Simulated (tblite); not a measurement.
C6H8O (charge +1 and doublet state).
SMILES: `CC(C)/[C+]=[C]/C=O`

Computed geometry: GFN2-xTB, gas phase. This method treats the open shell by occupation alone, without spin polarisation.

Masses are those of the commonest isotopes; rigid-rotor values at the optimised geometry. 

Task: What are A, B and C (cm⁻¹)?

Result: Ia = 75.68, Ib = 464.43, Ic = 500.23 u·Å²; 505379 MHz·u·Å²/I gives 6678, 1088 and 1010 MHz, that is A = 0.22275, B = 0.03630, C = 0.03370 cm⁻¹.

Task: What kind of rotor is it?

Result: A near-prolate asymmetric top; Ray's κ = -0.973.

Task: Is it planar, by Δ = Ic − Ia − Ib?

Result: Not planar: Δ = Ic − Ia − Ib = -39.87 u·Å². For a rigid frame Δ = −2 Σ m c², so Σ m c² = 19.94 u·Å² lies off the ab plane: 7.75 from hydrogen and 12.19 from heavier atoms. The atom farthest from that plane is 1.40 Å away.

Task: Give the other two planar moments, Paa and Pbb, and the rms extents of the mass along the axes.

Result: Paa = Σ m a² = (Ib + Ic − Ia)/2 = 444.49 and Pbb = Σ m b² = (Ia + Ic − Ib)/2 = 55.74 u·Å². With the mass M = 96.06 u, the rms extents √(P/M) along a, b and c are 2.15, 0.76, 0.46 Å.

For this open shell read J as N, the rotation without spin; fine and hyperfine splittings come on top. Its GFN2-xTB frequencies are all real (lowest 52 cm⁻¹). These are rigid-rotor constants of the computed structure; measured ground-state constants (B0) also hold zero-point vibration.

Hardware: AMD EPYC 7R43, one thread, no GPU, on a shared host. Cost: 0.48 s. This is the geometry optimisation.
